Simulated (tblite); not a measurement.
A geometry optimisation, step by step.

Species: C3H4B2F4.
Numbering: `[CH2:1]=[C:2]([CH2:3][B:4]([F:5])[F:6])[B:7]([F:8])[F:9]` (hydrogens: H10, H11 on C1; H12, H13 on C3)

Computed with GFN2-xTB (tblite), gas phase: L-BFGS steps from a force-field or distance-geometry start until the largest atomic force falls under 0.01 eV/Å. 13 of its 96 geometries are shown.

Step 0: E = -815.3413 eV, largest atomic force 3.983 eV/Å
```
atom  x, y, z in Å  |  force x, y, z in eV/Å
C1     -1.151   -1.354   -0.483   -0.924   0.030   0.162
C2     -0.572   -0.176   -0.256   -0.679   0.416  -0.071
C3      0.845    0.114   -0.641   -0.340   0.688   0.255
B4      1.743    0.486    0.612    3.912  -0.735  -0.153
F5      2.221   -0.636    1.437   -1.222   3.287  -1.661
F6      2.667    1.577    0.396   -2.146  -2.554   1.260
B7     -1.399    0.932    0.482   -1.298   0.306   2.719
F8     -2.834    0.845    0.518    3.470   0.669   0.069
F9     -0.738    1.712    1.527   -1.872  -1.535  -2.646
H10    -0.667   -2.179   -0.979    0.041   0.013   0.178
H11    -2.191   -1.475   -0.156    0.574  -0.202  -0.342
H12     0.800    0.933   -1.384    0.352  -0.346   0.350
H13     1.273   -0.778   -1.091    0.132  -0.038  -0.121
```

Step 8: E = -816.9461 eV, largest atomic force 0.309 eV/Å
```
atom  x, y, z in Å  |  force x, y, z in eV/Å
C1     -1.182   -1.354   -0.490    0.054  -0.101   0.015
C2     -0.590   -0.188   -0.237    0.034   0.265   0.155
C3      0.838    0.107   -0.658    0.040  -0.045   0.144
B4      1.881    0.421    0.497   -0.109  -0.007   0.016
F5      2.181   -0.453    1.430   -0.063  -0.072   0.119
F6      2.624    1.503    0.530   -0.007   0.104  -0.028
B7     -1.401    0.861    0.592    0.073   0.054  -0.058
F8     -2.718    0.929    0.559    0.025  -0.042   0.031
F9     -0.845    1.715    1.426    0.073   0.073  -0.020
H10    -0.662   -2.169   -0.965   -0.032  -0.059  -0.089
H11    -2.202   -1.523   -0.187    0.061  -0.062  -0.061
H12     0.836    0.938   -1.370   -0.057  -0.128   0.009
H13     1.237   -0.786   -1.145   -0.091   0.021  -0.233
```

Step 16: E = -816.9774 eV, largest atomic force 0.232 eV/Å
```
atom  x, y, z in Å  |  force x, y, z in eV/Å
C1     -1.161   -1.362   -0.488   -0.051  -0.102  -0.037
C2     -0.573   -0.203   -0.204   -0.039   0.219   0.067
C3      0.841    0.085   -0.659    0.030   0.004   0.012
B4      1.872    0.397    0.503   -0.117   0.046   0.001
F5      2.128   -0.430    1.491   -0.049  -0.092   0.044
F6      2.578    1.502    0.540    0.075   0.089  -0.014
B7     -1.365    0.875    0.607    0.017  -0.044  -0.002
F8     -2.683    0.922    0.593   -0.015  -0.010   0.049
F9     -0.808    1.780    1.385    0.076   0.013  -0.075
H10    -0.649   -2.156   -1.001    0.061  -0.076  -0.082
H11    -2.179   -1.554   -0.207   -0.096  -0.029   0.074
H12     0.810    0.925   -1.353    0.005   0.098   0.008
H13     1.184   -0.780   -1.225    0.103  -0.116  -0.044
```

Step 24: E = -817.0026 eV, largest atomic force 0.222 eV/Å
```
atom  x, y, z in Å  |  force x, y, z in eV/Å
C1     -1.161   -1.388   -0.503    0.005  -0.040  -0.037
C2     -0.580   -0.225   -0.215    0.016   0.080   0.095
C3      0.832    0.075   -0.673    0.004   0.124  -0.007
B4      1.814    0.403    0.523    0.029  -0.079   0.020
F5      1.989   -0.413    1.538    0.015  -0.025   0.123
F6      2.548    1.491    0.566    0.020  -0.010   0.017
B7     -1.323    0.867    0.616    0.002   0.047  -0.078
F8     -2.637    0.910    0.723    0.049  -0.027   0.087
F9     -0.696    1.851    1.233   -0.027  -0.049  -0.033
H10    -0.644   -2.141   -1.072   -0.006  -0.135  -0.022
H11    -2.158   -1.618   -0.175   -0.045   0.015  -0.012
H12     0.806    0.953   -1.314   -0.046   0.074  -0.204
H13     1.205   -0.765   -1.265   -0.016   0.027   0.052
```

Step 32: E = -817.0189 eV, largest atomic force 0.093 eV/Å
```
atom  x, y, z in Å  |  force x, y, z in eV/Å
C1     -1.152   -1.403   -0.518   -0.021   0.031  -0.015
C2     -0.583   -0.229   -0.239    0.003  -0.021   0.071
C3      0.826    0.101   -0.686   -0.001  -0.015   0.008
B4      1.784    0.407    0.544    0.045  -0.018  -0.032
F5      1.907   -0.402    1.577   -0.070   0.033  -0.052
F6      2.561    1.465    0.600    0.003  -0.010  -0.005
B7     -1.305    0.864    0.607   -0.016   0.066  -0.014
F8     -2.602    0.888    0.841    0.026  -0.067   0.029
F9     -0.646    1.882    1.131   -0.030  -0.029  -0.013
H10    -0.655   -2.168   -1.093    0.046   0.012   0.033
H11    -2.145   -1.634   -0.173   -0.039   0.022  -0.019
H12     0.789    0.970   -1.345    0.036  -0.013   0.015
H13     1.217   -0.740   -1.263    0.017   0.009  -0.006
```

Step 40: E = -817.0284 eV, largest atomic force 0.070 eV/Å
```
atom  x, y, z in Å  |  force x, y, z in eV/Å
C1     -1.149   -1.397   -0.523    0.013   0.018  -0.016
C2     -0.575   -0.226   -0.246   -0.032   0.014  -0.012
C3      0.833    0.104   -0.698   -0.026  -0.010  -0.011
B4      1.774    0.409    0.541   -0.014  -0.030  -0.008
F5      1.800   -0.383    1.594    0.030   0.059   0.010
F6      2.591    1.436    0.610   -0.003  -0.056  -0.004
B7     -1.293    0.862    0.605    0.005   0.050   0.049
F8     -2.562    0.818    0.953   -0.035  -0.044   0.001
F9     -0.648    1.921    1.059   -0.018   0.020  -0.010
H10    -0.634   -2.170   -1.069   -0.013  -0.023  -0.028
H11    -2.156   -1.613   -0.208    0.026  -0.004   0.022
H12     0.787    0.972   -1.359    0.054  -0.004   0.006
H13     1.226   -0.734   -1.277    0.012   0.011   0.002
```

Step 48: E = -817.0346 eV, largest atomic force 0.056 eV/Å
```
atom  x, y, z in Å  |  force x, y, z in eV/Å
C1     -1.149   -1.383   -0.535    0.016   0.008   0.042
C2     -0.578   -0.207   -0.264    0.013  -0.014  -0.028
C3      0.837    0.107   -0.706    0.020   0.003   0.005
B4      1.766    0.399    0.544    0.053  -0.018   0.005
F5      1.747   -0.349    1.628   -0.011   0.031  -0.010
F6      2.633    1.385    0.584    0.026  -0.009   0.007
B7     -1.301    0.865    0.606    0.014  -0.001   0.031
F8     -2.540    0.740    1.033   -0.031  -0.007  -0.014
F9     -0.699    1.966    1.019   -0.011  -0.022  -0.044
H10    -0.634   -2.164   -1.072   -0.018   0.033  -0.034
H11    -2.151   -1.599   -0.207   -0.001  -0.003  -0.002
H12     0.834    0.976   -1.366   -0.046  -0.003   0.019
H13     1.231   -0.734   -1.282   -0.024   0.002   0.023
```

Step 55: E = -817.0385 eV, largest atomic force 0.085 eV/Å
```
atom  x, y, z in Å  |  force x, y, z in eV/Å
C1     -1.145   -1.375   -0.539   -0.017  -0.010  -0.013
C2     -0.572   -0.202   -0.261    0.038  -0.075  -0.011
C3      0.842    0.109   -0.703    0.021   0.008   0.016
B4      1.778    0.393    0.546   -0.023   0.023  -0.007
F5      1.695   -0.306    1.659    0.014   0.008  -0.003
F6      2.692    1.337    0.571    0.007  -0.045  -0.021
B7     -1.307    0.856    0.611    0.057  -0.005  -0.001
F8     -2.521    0.683    1.089   -0.052   0.020   0.007
F9     -0.741    1.997    0.955   -0.013   0.061   0.021
H10    -0.644   -2.144   -1.105    0.003   0.001   0.001
H11    -2.143   -1.593   -0.200   -0.022  -0.021  -0.014
H12     0.839    0.982   -1.359   -0.021  -0.021   0.008
H13     1.223   -0.736   -1.283    0.008   0.056   0.017
```

Step 63: E = -817.0423 eV, largest atomic force 0.043 eV/Å
```
atom  x, y, z in Å  |  force x, y, z in eV/Å
C1     -1.148   -1.375   -0.545    0.009   0.005   0.012
C2     -0.568   -0.212   -0.242    0.017  -0.020  -0.013
C3      0.842    0.114   -0.688    0.011   0.002  -0.005
B4      1.792    0.395    0.549   -0.017   0.007   0.001
F5      1.685   -0.275    1.678    0.024   0.036  -0.001
F6      2.756    1.288    0.539   -0.007  -0.042  -0.007
B7     -1.312    0.850    0.623   -0.013   0.008  -0.033
F8     -2.526    0.663    1.099   -0.027   0.005   0.022
F9     -0.787    2.022    0.928    0.022  -0.020   0.004
H10    -0.654   -2.134   -1.132    0.004   0.012   0.018
H11    -2.145   -1.597   -0.205    0.001  -0.009  -0.025
H12     0.822    0.983   -1.348   -0.001   0.017   0.026
H13     1.238   -0.721   -1.273   -0.022   0.000   0.000
```

Step 71: E = -817.0471 eV, largest atomic force 0.080 eV/Å
```
atom  x, y, z in Å  |  force x, y, z in eV/Å
C1     -1.148   -1.381   -0.556   -0.001   0.020  -0.033
C2     -0.580   -0.219   -0.227    0.013  -0.054  -0.015
C3      0.830    0.120   -0.658   -0.002   0.015   0.005
B4      1.814    0.386    0.556    0.026   0.019  -0.035
F5      1.674   -0.162    1.742   -0.061  -0.031   0.041
F6      2.876    1.156    0.450    0.008   0.000  -0.028
B7     -1.339    0.841    0.624   -0.034  -0.023   0.019
F8     -2.536    0.636    1.138    0.021   0.013  -0.017
F9     -0.837    2.034    0.878    0.010   0.027   0.026
H10    -0.634   -2.119   -1.151   -0.015  -0.017   0.029
H11    -2.154   -1.617   -0.252    0.045   0.004   0.008
H12     0.803    1.015   -1.284    0.010  -0.007  -0.014
H13     1.228   -0.690   -1.278   -0.021   0.033   0.014
```

Step 79: E = -817.0492 eV, largest atomic force 0.048 eV/Å
```
atom  x, y, z in Å  |  force x, y, z in eV/Å
C1     -1.139   -1.384   -0.564   -0.017  -0.017   0.024
C2     -0.580   -0.221   -0.225    0.001  -0.008  -0.017
C3      0.826    0.129   -0.655    0.011   0.011   0.008
B4      1.815    0.383    0.554    0.013   0.017  -0.021
F5      1.627   -0.104    1.760   -0.003   0.002   0.035
F6      2.921    1.084    0.420   -0.013  -0.032   0.022
B7     -1.343    0.836    0.631   -0.031  -0.013  -0.020
F8     -2.534    0.631    1.156    0.014  -0.018  -0.017
F9     -0.849    2.036    0.869    0.025   0.014   0.023
H10    -0.625   -2.127   -1.153    0.026   0.032  -0.002
H11    -2.142   -1.627   -0.260   -0.030   0.001   0.031
H12     0.799    1.036   -1.265   -0.008  -0.026  -0.040
H13     1.220   -0.671   -1.287    0.011   0.037  -0.026
```

Step 87: E = -817.0541 eV, largest atomic force 0.047 eV/Å
```
atom  x, y, z in Å  |  force x, y, z in eV/Å
C1     -1.126   -1.389   -0.553    0.004  -0.004  -0.002
C2     -0.580   -0.213   -0.237    0.002  -0.011   0.000
C3      0.821    0.150   -0.673    0.005   0.002   0.008
B4      1.802    0.382    0.548    0.018  -0.026   0.008
F5      1.531   -0.001    1.778    0.006   0.023  -0.040
F6      2.984    0.943    0.406   -0.007  -0.002   0.009
B7     -1.343    0.830    0.632   -0.010   0.002  -0.006
F8     -2.538    0.616    1.143   -0.029  -0.014   0.004
F9     -0.845    2.021    0.905    0.019   0.022   0.005
H10    -0.602   -2.124   -1.143   -0.001  -0.008  -0.002
H11    -2.119   -1.648   -0.228    0.003   0.007   0.000
H12     0.786    1.065   -1.271    0.003   0.001   0.006
H13     1.224   -0.630   -1.326   -0.013   0.010   0.010
```

Step 95: E = -817.0549 eV, largest atomic force 0.008 eV/Å
```
atom  x, y, z in Å  |  force x, y, z in eV/Å
C1     -1.120   -1.390   -0.550    0.000   0.002   0.001
C2     -0.581   -0.212   -0.232    0.003  -0.002   0.000
C3      0.818    0.157   -0.668    0.004  -0.001  -0.001
B4      1.814    0.377    0.542    0.001  -0.003   0.006
F5      1.528    0.054    1.785    0.003   0.002  -0.006
F6      3.021    0.874    0.379   -0.007  -0.004   0.002
B7     -1.355    0.827    0.635   -0.002   0.000   0.000
F8     -2.561    0.609    1.120    0.003   0.003   0.001
F9     -0.859    2.014    0.928   -0.005  -0.004  -0.004
H10    -0.593   -2.123   -1.140   -0.001   0.000   0.003
H11    -2.113   -1.652   -0.228    0.000   0.001   0.001
H12     0.781    1.080   -1.254   -0.001   0.000   0.002
H13     1.215   -0.614   -1.334    0.002   0.005  -0.004
```

Task: Summarise the path.

Result: The energy falls by 39.52 kcal/mol from step 0 to step 95; nine tenths of that is first reached at step 5. It falls at every step. The largest force goes from 3.983 to 0.008 eV/Å. Among the bonds B4–F5 changes most, from 1.473 to 1.315 Å; the atoms move by 0.475 Å rms after alignment.

Task: Follow the three bonds and two angles with the largest change from start to end.

Result: 
```tsv
step	E above end (kcal/mol)	largest force (eV/Å)	B4–F5 (Å)	B7–F9 (Å)	B4–F6 (Å)	C3–B4–F6 (°)	C3–B4–F5 (°)
0	39.52	3.983	1.473	1.462	1.445	114.9	116.6
4	4.54	0.508	1.319	1.320	1.316	119.5	120.5
8	2.51	0.309	1.314	1.317	1.312	123.6	122.4
12	2.08	0.187	1.317	1.318	1.317	123.7	122.1
17	1.72	0.151	1.314	1.318	1.313	121.9	124.1
21	1.51	0.263	1.318	1.319	1.317	122.1	123.2
25	1.11	0.205	1.313	1.320	1.312	122.9	122.7
29	0.91	0.107	1.317	1.320	1.315	122.5	123.0
33	0.80	0.111	1.316	1.320	1.313	123.2	123.0
37	0.66	0.078	1.316	1.320	1.313	124.6	121.6
41	0.60	0.065	1.317	1.321	1.313	123.9	121.5
45	0.52	0.070	1.316	1.320	1.313	123.7	122.1
50	0.45	0.080	1.316	1.321	1.313	123.2	122.6
54	0.39	0.084	1.317	1.319	1.314	123.5	122.3
58	0.33	0.061	1.316	1.319	1.313	123.9	122.2
62	0.30	0.046	1.316	1.319	1.314	123.7	122.0
66	0.26	0.059	1.317	1.321	1.314	123.4	122.4
70	0.20	0.146	1.317	1.320	1.319	122.6	123.7
74	0.16	0.034	1.316	1.320	1.316	122.4	123.5
78	0.14	0.040	1.315	1.320	1.315	122.2	123.5
83	0.07	0.073	1.314	1.320	1.316	122.6	123.2
87	0.02	0.047	1.316	1.320	1.316	122.4	123.4
91	0.00	0.033	1.315	1.320	1.316	122.4	123.5
95	0.00	0.008	1.315	1.320	1.316	122.3	123.5
```

The cost below is that of the whole relaxation. Hardware: one thread, Arm Neoverse V2 (aarch64), no GPU (shared host). Cost: 0.39 s of wall time.
